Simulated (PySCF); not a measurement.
C₁₀H₉ (doublet state).
Bonds: C1–C2 (triple), C2–C3, C3–C4 (double), C4–C5, C5–C6, C6–C7, C7–C8 (double), C8–C9, C9–C10 (double), C3–C8. Hydrogens: H11 on C1; H12 on C4; H13 on C5; H14, H15 on C6; H16 on C7; H17 on C9; H18, H19 on C10.

A GFN2-xTB structure was refined with PBE0-D3(BJ)/def2-SVP geometry optimisation, gas phase in PySCF 2.14.0. Its GFN2-xTB values:

| coordinate | GFN2-xTB |
| --- | --- |
| C1≡C2 | 1.208 Å |
| C1–H11 | 1.049 Å |
| C2–C3 | 1.395 Å |
| C3=C4 | 1.424 Å |
| C3–C8 | 1.433 Å |
| C4–C5 | 1.347 Å |
| C4–H12 | 1.081 Å |
| C5–H13 | 1.080 Å |
| C6–H14 | 1.102 Å |
| C7=C8 | 1.363 Å |
| C7–H16 | 1.082 Å |
| C8–C9 | 1.462 Å |
| C9=C10 | 1.327 Å |
| C9–H17 | 1.085 Å |
| C10–H18 | 1.074 Å |
| C10–H19 | 1.078 Å |
| C1–C2–C3 | 172.2° |
| C2–C3–C4 | 116.0° |
| C3–C8–C7 | 118.8° |
| C3–C8–C9 | 124.2° |
| C4–C3–C8 | 118.9° |
| C5–C6–C7 | 112.7° |
| C7–C8–C9 | 117.0° |
| C8–C9–C10 | 128.6° |
| C2–C3–C8–C7 | -178° |
| C4–C5–C6–C7 | 2° |

Problem. How do these coordinates change at the PBE0-D3(BJ)/def2-SVP level?

Solution. 
| coordinate | PBE0-D3(BJ)/def2-SVP (Å or °) | change |
| --- | --- | --- |
| C1–H11 | 1.074 | +0.025 |
| C3–C8 | 1.450 | +0.017 |
| C10–H18 | 1.089 | +0.015 |
| C10–H19 | 1.093 | +0.015 |
| C1≡C2 | 1.222 | +0.014 |
| C3=C4 | 1.437 | +0.013 |
| C5–H13 | 1.093 | +0.013 |
| C7–H16 | 1.094 | +0.012 |
| C9=C10 | 1.339 | +0.012 |
| C2–C3 | 1.407 | +0.012 |
| C9–H17 | 1.096 | +0.011 |
| C4–H12 | 1.092 | +0.011 |
| C6–H14 | 1.112 | +0.010 |
| C4–C5 | 1.356 | +0.009 |
| C7=C8 | 1.371 | +0.008 |
| C8–C9 | 1.470 | +0.008 |
| C1–C2–C3 | 174.7 | +2.5 |
| C8–C9–C10 | 130.0 | +1.4 |
| C3–C8–C9 | 125.1 | +0.9 |
| C5–C6–C7 | 113.4 | +0.7 |
| C7–C8–C9 | 116.5 | -0.5 |
| C3–C8–C7 | 118.4 | -0.4 |
| C2–C3–C4 | 116.4 | +0.4 |
| C4–C3–C8 | 118.7 | -0.2 |
| C2–C3–C8–C7 | 180 | -2 |
| C4–C5–C6–C7 | 1 | -1 |

The energy falls by 2.0 kcal/mol over 8 energy and gradient evaluations, the largest force component goes from 0.0166 to 3.2e-04 Eh/bohr, and the atoms move by 0.047 Å rms after alignment. The bond that changes most is C1–H11 (ends: carbon bonded to C and H; hydrogen on carbon), which lengthens by 0.025 Å. Bonds longer at the end by more than 0.005 Å: 17 of 19; shorter: 0. Rotational constants go from 2085, 1248, 784.7 to 2037, 1226, 769.1 MHz.

The run used 185 basis functions and 72 SCF cycles in all. The run took 3.9 min on one thread, Arm Neoverse V1, no GPU, on a shared host.

PBE0-D3(BJ)/def2-SVP frequencies: not computed here. ⟨S²⟩ = 0.812 (exact for a doublet: 0.75).

The values belong to the conformer `[CH:1]#[C:2][C:3]1=[CH:4][CH:5][CH2:6][CH:7]=[C:8]1[CH:9]=[CH2:10]`: C7–C8–C9–C10 -179°.
